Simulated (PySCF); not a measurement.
# Spin states of GaO

Unrestricted PBE0; PySCF, no relativity, basis sets Ga def2-TZVPPD, O def2-TZVPPD. Outer shells of the fragments: Ga 3d10 4s2 4p1; O 2s2 2p4.

Followed along the bond (rough minima from three points):

```csv
2Ms+1,unpaired,⟨S²⟩ at the start,R at minimum (Å),Te (eV)
2,σ ↑,0.77,1.71,0.00
2,π ↑,0.75,1.88,0.23
4,"σ ↑, π ↑↑",3.76,1.90,3.42
```

Solutions found at the starting distance of 1.805 Å, counted from the lowest of them; the search is not exhaustive and high or unbound solutions are not listed, so other states can lie among these:

```json
{"2Ms+1": "2", "unpaired": "σ ↑", "term": "²Σ⁺", "E (eV)": "0.00", "⟨S²⟩": "0.77", "⟨Lz²⟩": "0.00", "μ (D)": "-4.00"}
{"2Ms+1": "2", "unpaired": "π ↑", "term": "²Π", "E (eV)": "0.16", "⟨S²⟩": "0.75", "⟨Lz²⟩": "1.01", "μ (D)": "-1.61"}
{"2Ms+1": "4", "unpaired": "σ ↑, π ↑↑", "term": "mixed", "E (eV)": "3.35", "⟨S²⟩": "3.76", "⟨Lz²⟩": "2.01", "μ (D)": "-1.27"}
{"2Ms+1": "4", "unpaired": "σ ↑, π ↑↑", "term": "mixed", "E (eV)": "3.56", "⟨S²⟩": "3.76", "⟨Lz²⟩": "2.01", "μ (D)": "-1.18"}
{"2Ms+1": "2", "unpaired": "σ ↑, π ↑↓", "term": "mixed", "E (eV)": "4.18", "⟨S²⟩": "1.76", "⟨Lz²⟩": "2.01", "μ (D)": "-0.68"}
{"2Ms+1": "4", "unpaired": "σ ↑↑, π ↑", "term": "⁴Π", "E (eV)": "5.75", "⟨S²⟩": "3.76", "⟨Lz²⟩": "1.00", "μ (D)": "-2.25"}
{"2Ms+1": "4", "unpaired": "σ ↑↑, π ↑", "term": "⁴Π", "E (eV)": "5.83", "⟨S²⟩": "3.76", "⟨Lz²⟩": "1.01", "μ (D)": "-0.80"}
{"2Ms+1": "4", "unpaired": "π ↑↑↑", "term": "⁴Π", "E (eV)": "6.01", "⟨S²⟩": "3.76", "⟨Lz²⟩": "1.01", "μ (D)": "3.09"}
{"2Ms+1": "4", "unpaired": "σ ↑, π ↑, δ ↑", "term": "mixed", "E (eV)": "8.01", "⟨S²⟩": "3.76", "⟨Lz²⟩": "5.01", "μ (D)": "-1.01"}
```

A term symbol is given only where ⟨S²⟩ and ⟨Lz²⟩ are close to those of a pure state; real π, δ and φ orbitals otherwise mix terms. A positive dipole means Ga(−)O(+).

Task: Compare the gap between the two lowest followed solutions at the starting distance with the gap between their minima.

Result: At PBE0 the second solution (doublet, unpaired electrons π ↑) lies +0.16 eV from the first (doublet, unpaired electrons σ ↑) at 1.805 Å and +0.23 eV at the minima; the two curves relax by different amounts, since their minima lie near 1.88 and 1.71 Å.

Spin–orbit coupling is left out. Counting both spins, an empty level lies below a filled one in some of these solutions, because spin and occupation are held.
